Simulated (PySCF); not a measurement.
**Electronic structure of [MoF6]-**

The complex [MoF6]- (charge -1) contains Mo(V), shell d1. The structure is a model geometry with rigid ligands and bond lengths from ionic radii, not a minimum; coordination octahedral, point group Oh, metal–donor distances 1.91 Å.

The d shell alone is too small an active space for [MoF6]- (an active orbital has only 0.63 squared overlap with the free ion's shell): its levels, fitted parameters, g values and moments show what this model gives and aren't sound predictions.

```
7

Mo    0.000    0.000    0.000
F     0.000    0.000    1.910
F     0.000    0.000   -1.910
F     1.910    0.000    0.000
F    -1.910    0.000    0.000
F     0.000    1.910    0.000
F     0.000   -1.910    0.000
```

Method (PySCF 2.14, density fitting): CASSCF(1,5) with orbitals averaged over all microstates of the shell, strongly contracted NEVPT2 on the averaged canonical orbitals; basis x2c-TZVPall on the metal, x2c-SVPall elsewhere; spin-free X2C; gas phase; spin-orbit coupling by state interaction with the mean-field operator over all roots.

## Spin-free states

| 2S+1 | deg. | symmetry | free-ion term | CASSCF / cm⁻¹ | NEVPT2 / cm⁻¹ | f(ED) | occupations |
| --- | --- | --- | --- | --- | --- | --- | --- |
| 2 | 3 | 2T2g | 2D 1.00 | 0 | 0 | – | 0.3 0.3 0.3 0.0 0.0 |
| 2 | 2 | 2Eg | 2D 1.00 | 35702 | 36673 | 0 | 0.0 0.0 0.0 0.5 0.5 |

Energies are counted from the ground state at NEVPT2 level. Weights follow the labels. f(ED) is the electric-dipole oscillator strength from the ground state at the fixed geometry, without vibronic coupling; occupations, where given, run over the ligand-field orbitals from the lowest.

## Spin-orbit levels

```json
{"E / cm⁻¹": "0.0", "deg.": "4", "make-up": "1.00 2T2g", "g (S′ = 1/2)": "–"}
{"E / cm⁻¹": "1249.9", "deg.": "2", "make-up": "1.00 2T2g", "g (S′ = 1/2)": "1.88 1.88 1.88"}
{"E / cm⁻¹": "37134.4", "deg.": "4", "make-up": "1.00 2Eg", "g (S′ = 1/2)": "–"}
```

Ligand-field fit:

```
cm⁻¹  CASSCF  NEVPT2
10Dq   35702   36673
```

```json
{"orbital": "1", "CASSCF / cm⁻¹": "0", "NEVPT2 / cm⁻¹": "0", "metal share": "0.88", "main function": "degenerate set"}
{"orbital": "2", "CASSCF / cm⁻¹": "0", "NEVPT2 / cm⁻¹": "0", "metal share": "0.88", "main function": "degenerate set"}
{"orbital": "3", "CASSCF / cm⁻¹": "0", "NEVPT2 / cm⁻¹": "0", "metal share": "0.88", "main function": "degenerate set"}
{"orbital": "4", "CASSCF / cm⁻¹": "35702", "NEVPT2 / cm⁻¹": "36673", "metal share": "0.76", "main function": "degenerate set"}
{"orbital": "5", "CASSCF / cm⁻¹": "35702", "NEVPT2 / cm⁻¹": "36673", "metal share": "0.76", "main function": "degenerate set"}
```

ζ = 813 cm⁻¹, against 986 for the free ion.

Charge-transfer states lie outside this active space and may come lower than some of these levels. The ground state is orbitally degenerate in this regular structure, which would distort (Jahn–Teller), so its moment is that of the undistorted model. NEVPT2 on the d shell alone tends to put d–d bands too high for such charged or covalently bound ions.

The job took 11 s on one thread of Arm Neoverse V1 (shared host), with 147 basis functions, launched as `OMP_NUM_THREADS=1 python lf_run.py task.json out`.
